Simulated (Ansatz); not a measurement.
Job for Ansatz (a program for electronic structure): U-PBE/def2-TZVPP on ClFGeH2 (SMILES [F][GeH2][Cl]), a point of a bond scan (R = 5.807 Å).

Ansatz 0.2 input:
```yaml
crystal:
  periodic: [false, false, false]
  atoms:
    - {symbol: Ge, position_ang: [-0.48721924, -0.28782149, 0.04175761]}
    - {symbol: F, position_ang: [-1.17043530, 1.31354765, 0.03434333]}
    - {symbol: Cl, position_ang: [5.26748824, 0.37759305, -0.36149349]}
    - {symbol: H, position_ang: [-0.82640627, -0.91124549, 1.39620161]}
    - {symbol: H, position_ang: [-0.99927659, -0.99707760, -1.21242615]}
basis:
  gaussian:
    orbitals: def2-TZVPP
hamiltonian:
  xc: {name: PBE}
magnetization: {spin_polarized: true, initial_magnetization: 0}
```

Program output:

```
WARN ansatz: RAYON_NUM_THREADS=1 ignored (pool sized by the plan → 1); use --threads N
Functional definition: PBE
integrals: 0.05 GiB planned
926 factors; their error is unknown
mean field: 0.47 GiB planned
mean field evaluation 1: about -71765.1492 eV, gradient 3.8e1 eV
mean field evaluation 2: about -71513.0820 eV, gradient 1.1e2 eV
mean field evaluation 4: about -71770.1130 eV, gradient 1.1e1 eV
mean field evaluation 8: about -71770.1133 eV, gradient 1.1e1 eV
mean field evaluation 16: about -71773.1415 eV, gradient 2.5e-4 eV
mean field evaluation 32: about -71773.5784 eV, gradient 9.7e-3 eV
mean field evaluation 64: about -71770.1834 eV, gradient 1.1e1 eV
mean field evaluation 96: about -71773.5784 eV, gradient 5.1e-3 eV
mean field evaluation 128: about -71771.3456 eV, gradient 1.2e1 eV
mean field evaluation 160: about -71773.5730 eV, gradient 5.8e-2 eV
mean field evaluation 192: about -71773.5783 eV, gradient 5.6e-3 eV
mean field evaluation 224: about -71773.5519 eV, gradient 2.9e-1 eV
mean field evaluation 256: about -71773.5784 eV, gradient 1.8e-6 eV
mean field -71773.57838335 eV, -2637.6303557093 hartree, gradient 1.8e-6 eV, S^2 0.770200; 12 other end points of the search recorded, 0 dependent functions left out
reference -71773.57842632 eV, -2637.6303572884 hartree; 30, 30 occupied and 119, 119 virtual orbitals, 926 factors
Total energy: -71773.57842632 eV, -2637.6303572884 hartree
```

The run converged. Its determinant has ⟨S²⟩ = 0.77, a mixture of spin states.

Cost: about 40 core-seconds (a rough figure).
